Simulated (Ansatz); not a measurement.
Saddle point of GeNH$_{5}$, singlet (GeNH₅ ([NH3][GeH2]) → GeNH₃ ([NH2][GeH]) + H₂; bonds formed: H2–H4; dative contacts that become bonds: Ge1–N3; bonds broken: Ge1–H4, H2–N3), PBE0-D4/def2-TZVP structure:

Ge1  (0.093, -0.952, 0.911)
H2  (-0.856, 0.433, 0.118)
N3  (0.151, -0.003, -0.855)
H4  (-1.260, 0.311, 0.972)
H5  (1.015, 0.170, 1.563)
H6  (0.938, 0.598, -1.044)
H7  (-0.081, -0.558, -1.665)
(Å)

Energies are electronic, without zero-point energy. Barriers and step energies count from the start structure reached by relaxing down the imaginary mode; all methods use the PBE0-D4 structures, on which another method's saddle can fall below an end. Program: Ansatz 0.2.0. Basis: def2-TZVPP, with def2-QZVPP for the basis limit. Cores are frozen in the correlated methods. Filled d shells of the heavier atoms are correlated. The def2 sets are not built for correlating such inner shells, so the correlated values are less sure here. B3LYP uses VWN-RPA correlation. Extrapolation: Hartree–Fock as exp(−7.88 √X), correlation as X^−2.97.

| method | barrier (kcal/mol) | step energy (kcal/mol) |
| --- | --- | --- |
| SPW92 | 29.16 | 14.88 |
| PBE-D4 | 31.64 | 9.57 |
| BLYP-D4 | ? | 5.94 |
| r2SCAN-D4 | 34.57 | 10.75 |
| B97M-V | ? | 11.48 |
| PBE0-D4 | 35.36 | 11.88 |
| B3LYP-D4 | 35.81 | 8.31 |
| r2SCAN0-D4 | 37.04 | 12.27 |
| BHLYP-D4 | 40.13 | 10.58 |
| CAM-B3LYP-D4 | 37.03 | 9.67 |
| wB97X-V | 37.67 | 10.25 |
| wB97M-V | 37.17 | 9.91 |
| B2PLYP | 36.74 | 8.45 |
| PBE-QIDH | 37.66 | 12.06 |
| RPA on PBE | ? | 8.32 |
| HF | 48.07 | 10.44 |
| MP2 | 36.73 | 8.85 |
| CCSD | 39.92 | 10.32 |
| CCSD(T) | 38.17 | 9.71 |

(1) Fill in the withheld barriers. (Judge from chemistry; the value comes from the calculation.)

No T1 diagnostic of these runs exceeds 0.015.

Results:

(1) The calculation gives: B97M-V 37.50; RPA on PBE 37.26; BLYP-D4 32.93 kcal/mol. Each is the energy of the saddle less that of the start structure, by the same method.

For comparison, the barrier by CCSD(T) at an estimated basis limit (MP2 extrapolated from triple and quadruple zeta, plus CCSD(T) − MP2 in triple zeta) is 36.97 kcal/mol.

Labels in which every atom is bracketed show which atoms are joined, not bond orders.

For scale, one of the runs: CCSD(T)/def2-TZVPP, 149 basis functions, launched by `ansatz run in.yaml --threads 2 --pin off --events-out ev --progress --plain --max-ram 4352MiB`. Time: 21 s of wall clock on 2 CPU threads of an Arm Neoverse V1; the host was shared. Peak host memory: 0.95 GiB.
